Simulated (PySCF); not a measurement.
**How the method moves the HOMO and LUMO of `FB(F)[SiH2]C#C[SiH3]`**

Compound: C2H5BF2Si2.
Atom-mapped SMILES: `[F:1][B:2]([F:3])[SiH2:4][C:5]#[C:6][SiH3:7]` (hydrogens: H8, H9 on Si4; H10, H11, H12 on Si7)

Structure used (PBE0-D3(BJ)/def2-SVP), in Å, numbered top down from 1:
```xyz
12
C2H5BF2Si2 angstrom
F     -3.794   -0.691    0.987
B     -2.890   -0.346    0.093
F     -3.112    0.769   -0.572
Si    -1.242   -1.478   -0.275
C      0.241   -0.400   -0.192
C      1.224    0.328   -0.130
Si     2.716    1.395   -0.044
H     -1.117   -2.579    0.724
H     -1.336   -2.067   -1.645
H      3.459    1.097    1.215
H      3.589    1.110   -1.219
H      2.306    2.828   -0.058
```

Basis pcSseg-1 throughout (PySCF), one geometry. Geometry: PBE0-D3(BJ)/def2-SVP, one conformer, isolated molecule.

Q: How do the orbital energies, the gap and the dipole change with the method?

A: 
| method | kind | HOMO (eV) | LUMO (eV) | gap (eV) | μ (D) | SCF cycles |
| --- | --- | --- | --- | --- | --- | --- |
| B97-D | GGA | -6.89 | -2.12 | 4.77 | 0.74 | 16 |
| OPBE | GGA | -6.91 | -2.15 | 4.77 | 0.67 | 16 |
| KT3 | GGA | -6.95 | -2.23 | 4.72 | 0.78 | 16 |
| BP86 | GGA | -7.04 | -2.34 | 4.70 | 0.72 | 15 |
| B97-2 | global hybrid | -7.90 | -1.39 | 6.51 | 0.88 | 14 |
| PBE0 | global hybrid | -8.15 | -1.38 | 6.78 | 0.89 | 14 |
| CAM-B3LYP | range-separated hybrid | -9.45 | -0.22 | 9.22 | 0.94 | 14 |
| wB97X-D | range-separated hybrid | -10.00 | 0.44 | 10.44 | 0.94 | 13 |

The HOMO spans 3.10 eV, from B97-D down to wB97X-D, and the gap runs from 4.70 eV (BP86) to 10.44 eV (wB97X-D). Over the methods B97-D (0 %), OPBE (0 %), KT3 (0 %), BP86 (0 %), B97-2 (21 %), PBE0 (25 %), a straight line through the gap against the share of exact exchange rises by 0.83 eV for each 10 % (correlation coefficient 0.999). The dipole ranges from 0.67 D (OPBE) to 0.94 D (wB97X-D). This basis has no diffuse functions.
